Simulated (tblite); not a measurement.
C5H11OP.
Atom-mapped SMILES: `[CH3:1][CH2:2][P:3]1(=[O:4])[CH2:5][CH2:6][CH2:7]1` (hydrogens: H8, H9, H10 on C1; H11, H12 on C2; H13, H14 on C5; H15, H16 on C6; H17, H18 on C7)

Structure optimised with GFN2-xTB, isolated species.

Q: Give the optimised bond lengths and angles.

A: 
```
                bond  length (Å)   order
               C1–C2       1.521  single
               C2–P3       1.841  single
               P3=O4       1.466  double
        P3–C5, P3–C7       1.856  single
        C5–C6, C6–C7       1.541  single
C1–H8, C1–H9, C1–H10       1.089  single
      C2–H11, C2–H12       1.091  single
      C5–H13, C7–H18       1.090  single
      C5–H14, C7–H17       1.087  single
              C6–H15       1.089  single
              C6–H16       1.089  single
```

Bonds in one row agree within 0.01 Å and their mean is given. Orders are formal, as drawn. A selection of angles:
```
     angle  degrees
  C2–C1–H8    110.5
 C2–C1–H10    111.1
  H8–C1–H9    108.0
 H8–C1–H10    108.7
  C1–C2–P3    108.4
 C1–C2–H11    111.8
 P3–C2–H11    110.1
 P3–C2–H12    106.9
H11–C2–H12    108.9
  C2–P3–O4    114.5
  C2–P3–C5    108.6
  C2–P3–C7    108.4
  O4–P3–C5    121.1
  C5–P3–C7     77.7
  P3–C5–C6     89.8
 P3–C5–H13    109.1
 P3–C5–H14    119.7
 C6–C5–H13    112.2
 C6–C5–H14    115.9
H13–C5–H14    109.0
  C5–C6–C7     98.2
 C5–C6–H15    114.2
 C5–C6–H16    110.9
H15–C6–H16    108.3
```

Dihedral angles: C1–C2–P3–O4 56° (synclinal); C2–P3–C5–C6 91° (anticlinal); P3–C5–C6–C7 17° (synperiplanar); C5–C6–C7–P3 -17° (synperiplanar); C2–P3–C7–C6 -91° (anticlinal). The mirror-image conformer, all signs reversed, is as good.

Of the pairs four or more bonds apart, O4···H9 is among the closest relative to their van der Waals radii: 2.80 Å, 103 % of the sum of Bondi's values. P3 (phosphoryl phosphorus) has angles from 77.7° to 121.1°. The 4-membered ring P3–C5–C6–C7 has internal angles of 77.7° to 98.2°; it is puckered, 0.11 Å rms from its mean plane, widest ring torsion 17°.

Point group: C1 (no symmetry element, even within 0.4 Å). Its GFN2-xTB frequencies are all real (lowest 73 cm⁻¹). One conformer, not necessarily the lowest. 2 starts were optimised and ended at 0.00 and 1.17 kcal/mol (GFN2-xTB); the lowest of these is shown.

The run took 0.31 s wall on one thread, Arm Neoverse V1 (aarch64), no GPU, shared host with 32 logical CPUs at a one-minute load of 5.7. This is the geometry optimisation.

These are computed values.
